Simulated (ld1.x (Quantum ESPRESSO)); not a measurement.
## LDA (PZ) TM dataset for aluminium (Al), scalar-relativistic all-electron reference.

ld1.x (Quantum ESPRESSO) 7.5 was run on this input:

```
&input
   title='Al', zed=13., rel=1, dft='PZ', iswitch=3,
   config='[Ne] 3s1.75 3p1.25 3d-2',
   nld=3, rlderiv=2.35, eminld=-3.0, emaxld=5.0, deld=0.02
 /
 &inputp
   pseudotype=2, tm=.true., lloc=1,
   nlcc=.false.,
   file_pseudopw='Al.UPF', file_wfcaegen='ae.wfc', file_wfcncgen='nc.wfc', file_beta='beta', file_chi='chi'
 /
3
3S  1  0   1.75   0.00  1.85  1.85  0.0
3D  3  2  -2.00   0.20  1.90  1.90  0.0
3P  2  1   1.25   0.00  2.15  2.15  0.0
 &test
   configts(1)='3s1.75 3p1.25'
 /
```

Command:

```bash
ld1.x < Al.in > Al.out
```

Output (shortened: banner, matrices, multipoles, cross overlaps and the repeated all-electron block are left out):

```
Program LD1 v.7.5
     --------------------------- All-electron run ----------------------------

     Al
     scalar relativistic calculation

     atomic number is 13.00
     dft =PZ   lsd =0 sic =0 latt =0  beta=0.20 tr2=1.0E-14
     Exchange-correlation= PZ
                           (   1   1   0   0   0   0   0)
     mesh =1135 r(mesh) = 100.48924 a.u. xmin = -7.00 dx = 0.01250
     1 Ry =  13.60569312 eV, c = 137.03599908

     n l     nl                  e(Ry)          e(Ha)          e(eV)
     1 0     1S 1( 2.00)      -110.5990       -55.2995     -1504.7767
     2 0     2S 1( 2.00)        -7.9349        -3.9674      -107.9597
     2 1     2P 1( 6.00)        -5.1576        -2.5788       -70.1724
     3 0     3S 1( 1.75)        -0.5923        -0.2961        -8.0581
     3 1     3P 1( 1.25)        -0.2172        -0.1086        -2.9551

     final scf error:  4.2E-15 reached in  20 iterations

     Etot =    -483.434214 Ry,    -241.717107 Ha,   -6577.457562 eV

     Ekin =     483.796007 Ry,     241.898004 Ha,    6582.380010 eV
     Encl =   -1157.631978 Ry,    -578.815989 Ha,  -15750.385443 eV
     Eh   =     225.324026 Ry,     112.662013 Ha,    3065.689553 eV
     Exc  =     -34.922270 Ry,     -17.461135 Ha,    -475.141682 eV

     normalization and overlap integrals

     s(1S/1S) =  1.000000  <r> =   0.1206  <r2> =    0.0196  r(max) =   0.0789
     s(2S/2S) =  1.000000  <r> =   0.6290  <r2> =    0.4749  r(max) =   0.4954
     s(2P/2P) =  1.000000  <r> =   0.6045  <r2> =    0.4653  r(max) =   0.4264
     s(3S/3S) =  1.000000  <r> =   2.5192  <r2> =    7.4265  r(max) =   2.0597
     s(3P/3P) =  1.000000  <r> =   3.3945  <r2> =   13.8684  r(max) =   2.6118

     ------------------------ End of All-electron run ------------------------

     --------------------- Generating NC pseudopotential ---------------------

      Generating local pot.: lloc=1, matching radius rcloc =   2.1500

      Wfc   3S  rcut= 1.841  Using Troullier-Martins method

      Wfc   3D  rcut= 1.887  Using Troullier-Martins method

     ------------------- End of pseudopotential generation -------------------

     Computing logarithmic derivative in   2.34860
     Computing logarithmic derivative in   2.34860
     Computing the partial wave expansion
     R is outside the sphere for l=    0 j= 0.00
       no projector for channel:   1
     R is outside the sphere for l=    2 j= 0.00

     ---------------------- Testing the pseudopotential ----------------------

     Al
     scalar relativistic calculation

     atomic number is 13.00   valence charge is  3.00
     dft =PZ   lsd =0 sic =0 latt =0  beta=0.20 tr2=1.0E-14
     mesh =1135 r(mesh) = 100.48924 xmin = -7.00 dx = 0.01250

     n l     nl             e AE (Ry)        e PS (Ry)    De AE-PS (Ry)
     1 0     3S   1( 1.75)       -0.59226       -0.59226        0.00000
     2 1     3P   1( 1.25)       -0.21720       -0.21719       -0.00000

     eps = 2.3E-15  iter =  7

     Etot =    -483.434214 Ry,    -241.717107 Ha,   -6577.457562 eV
     Etotps =    -3.800939 Ry,      -1.900469 Ha,     -51.714407 eV

     Ekin =       1.309770 Ry,       0.654885 Ha,      17.820328 eV
     Encl =      -6.940132 Ry,      -3.470066 Ha,     -94.425306 eV
     Ehrt =       2.841551 Ry,       1.420776 Ha,      38.661277 eV
     Ecxc =      -1.156296 Ry,      -0.578148 Ha,     -15.732206 eV
     Epseu=       0.144168 Ry,       0.072084 Ha,       1.961501 eV

     ---------------------- End of pseudopotential test ----------------------
```

Generation and configuration tests took about 1.8 s on one core of a shared server CPU.

Transferability test of the new file with ld1.x, input:

```
&input
   title='Al', zed=13., rel=1, dft='PZ', iswitch=2,
   config='[Ne] 3s1.75 3p1.25 3d-2'
 /
 &test
   file_pseudo='Al.UPF', nconf=10,
   configts(1)='3s1.75 3p1.25',
   configts(2)='3s2 3p1',
   configts(3)='3s2 3p0',
   configts(4)='3s1 3p0',
   configts(5)='3s2 3p1.3',
   configts(6)='3s0 3p3',
   configts(7)='3s2 3p0.5',
   configts(8)='3s1 3p2',
   configts(9)='3s1.75 3p1.25', lsdts(9)=1,
   configts(10)='3s2 3p1', lsdts(10)=1
 /
```

```bash
ld1.x < Al.test.in > Al.test.out
```

Pseudopotential blocks of its output, shortened (energy terms left out):

```
     ---------------------- Testing the pseudopotential ----------------------

     n l     nl             e AE (Ry)        e PS (Ry)    De AE-PS (Ry)
     1 0     3S   1( 1.75)       -0.59226       -0.59226        0.00000
     2 1     3P   1( 1.25)       -0.21720       -0.21719       -0.00000

     eps = 2.2E-15  iter =  7

     Etot =    -483.434214 Ry,    -241.717107 Ha,   -6577.457562 eV
     Etotps =    -3.800939 Ry,      -1.900469 Ha,     -51.714407 eV

     ---------------------- End of pseudopotential test ----------------------

          ---------------------- Testing the pseudopotential ----------------------

     n l     nl             e AE (Ry)        e PS (Ry)    De AE-PS (Ry)
     1 0     3S   1( 2.00)       -0.57591       -0.57620        0.00029
     2 1     3P   1( 1.00)       -0.20498       -0.20502        0.00004

     eps = 7.9E-15  iter =  7

     Etot =    -483.527466 Ry,    -241.763733 Ha,   -6578.726321 eV
     Etotps =    -3.894224 Ry,      -1.947112 Ha,     -52.983614 eV
     dEtot_ae =      -0.093252 Ry
     dEtot_ps =      -0.093285 Ry,   Delta E=       0.000033 Ry

     ---------------------- End of pseudopotential test ----------------------

          ---------------------- Testing the pseudopotential ----------------------

     n l     nl             e AE (Ry)        e PS (Ry)    De AE-PS (Ry)
     1 0     3S   1( 2.00)       -1.09686       -1.09612       -0.00074
     2 1     3P   1( 0.00)       -0.67303       -0.67258       -0.00045

     eps = 6.5E-15  iter =  4

     Etot =    -483.097743 Ry,    -241.548871 Ha,   -6572.879633 eV
     Etotps =    -3.464569 Ry,      -1.732285 Ha,     -47.137869 eV
     dEtot_ae =       0.336472 Ry
     dEtot_ps =       0.336369 Ry,   Delta E=       0.000102 Ry

     ---------------------- End of pseudopotential test ----------------------

          ---------------------- Testing the pseudopotential ----------------------

     n l     nl             e AE (Ry)        e PS (Ry)    De AE-PS (Ry)
     1 0     3S   1( 1.00)       -1.75925       -1.74606       -0.01319  !
     2 1     3P   1( 0.00)       -1.27835       -1.26985       -0.00850  !

     eps = 1.4E-15  iter =  5

     Etot =    -481.673544 Ry,    -240.836772 Ha,   -6553.502421 eV
     Etotps =    -2.045714 Ry,      -1.022857 Ha,     -27.833356 eV
     dEtot_ae =       1.760670 Ry
     dEtot_ps =       1.755225 Ry,   Delta E=       0.005445 Ry

     ---------------------- End of pseudopotential test ----------------------

          ---------------------- Testing the pseudopotential ----------------------

     n l     nl             e AE (Ry)        e PS (Ry)    De AE-PS (Ry)
     1 0     3S   1( 2.00)       -0.44704       -0.44732        0.00028
     2 1     3P   1( 1.30)       -0.09059       -0.09061        0.00002

     eps = 2.2E-15  iter =  7

     Etot =    -483.571403 Ry,    -241.785702 Ha,   -6579.324114 eV
     Etotps =    -3.938173 Ry,      -1.969087 Ha,     -53.581573 eV
     dEtot_ae =      -0.137189 Ry
     dEtot_ps =      -0.137234 Ry,   Delta E=       0.000045 Ry

     ---------------------- End of pseudopotential test ----------------------

          ---------------------- Testing the pseudopotential ----------------------

     n l     nl             e AE (Ry)        e PS (Ry)    De AE-PS (Ry)
     1 0     3S   1( 0.00)       -0.68961       -0.68642       -0.00319
     2 1     3P   1( 3.00)       -0.28998       -0.28929       -0.00069

     eps = 4.4E-15  iter =  7

     Etot =    -482.755335 Ry,    -241.377667 Ha,   -6568.220939 eV
     Etotps =    -3.124008 Ry,      -1.562004 Ha,     -42.504300 eV
     dEtot_ae =       0.678879 Ry
     dEtot_ps =       0.676930 Ry,   Delta E=       0.001949 Ry

     ---------------------- End of pseudopotential test ----------------------

          ---------------------- Testing the pseudopotential ----------------------

     n l     nl             e AE (Ry)        e PS (Ry)    De AE-PS (Ry)
     1 0     3S   1( 2.00)       -0.82198       -0.82205        0.00007
     2 1     3P   1( 0.50)       -0.42514       -0.42511       -0.00003

     eps = 1.7E-15  iter =  4

     Etot =    -483.371280 Ry,    -241.685640 Ha,   -6576.601294 eV
     Etotps =    -3.738021 Ry,      -1.869011 Ha,     -50.858368 eV
     dEtot_ae =       0.062935 Ry
     dEtot_ps =       0.062918 Ry,   Delta E=       0.000017 Ry

     ---------------------- End of pseudopotential test ----------------------

          ---------------------- Testing the pseudopotential ----------------------

     n l     nl             e AE (Ry)        e PS (Ry)    De AE-PS (Ry)
     1 0     3S   1( 1.00)       -0.63716       -0.63607       -0.00109
     2 1     3P   1( 2.00)       -0.25069       -0.25049       -0.00020

     eps = 4.9E-17  iter =  7

     Etot =    -483.148556 Ry,    -241.574278 Ha,   -6573.570989 eV
     Etotps =    -3.515591 Ry,      -1.757796 Ha,     -47.832053 eV
     dEtot_ae =       0.285658 Ry
     dEtot_ps =       0.285348 Ry,   Delta E=       0.000310 Ry

     ---------------------- End of pseudopotential test ----------------------

          ---------------------- Testing the pseudopotential ----------------------

     n l     nl             e AE (Ry)        e PS (Ry)    De AE-PS (Ry)
     1 0     3S   1( 1.00)       -0.61774       -0.62056        0.00282
     2 1     3P   1( 1.25)       -0.23933       -0.24028        0.00095
     1 0     3S   2( 0.75)       -0.54374       -0.53742       -0.00632  !
     2 1     3P   2( 0.00)       -0.17532       -0.17238       -0.00294

     eps = 1.4E-15  iter =  9

     Etot =    -483.458290 Ry,    -241.729145 Ha,   -6577.785126 eV
     Etotps =    -3.826825 Ry,      -1.913412 Ha,     -52.066606 eV
     dEtot_ae =      -0.024076 Ry
     dEtot_ps =      -0.025886 Ry,   Delta E=       0.001811 Ry

     ---------------------- End of pseudopotential test ----------------------

          ---------------------- Testing the pseudopotential ----------------------

     n l     nl             e AE (Ry)        e PS (Ry)    De AE-PS (Ry)
     1 0     3S   1( 1.00)       -0.59287       -0.59481        0.00194
     2 1     3P   1( 1.00)       -0.22059       -0.22121        0.00062
     1 0     3S   2( 1.00)       -0.54881       -0.54622       -0.00259
     2 1     3P   2( 0.00)       -0.18010       -0.17878       -0.00132

     eps = 9.7E-16  iter =  9

     Etot =    -483.537442 Ry,    -241.768721 Ha,   -6578.862050 eV
     Etotps =    -3.904691 Ry,      -1.952346 Ha,     -53.126029 eV
     dEtot_ae =      -0.103228 Ry
     dEtot_ps =      -0.103752 Ry,   Delta E=       0.000524 Ry

     ---------------------- End of pseudopotential test ----------------------
```
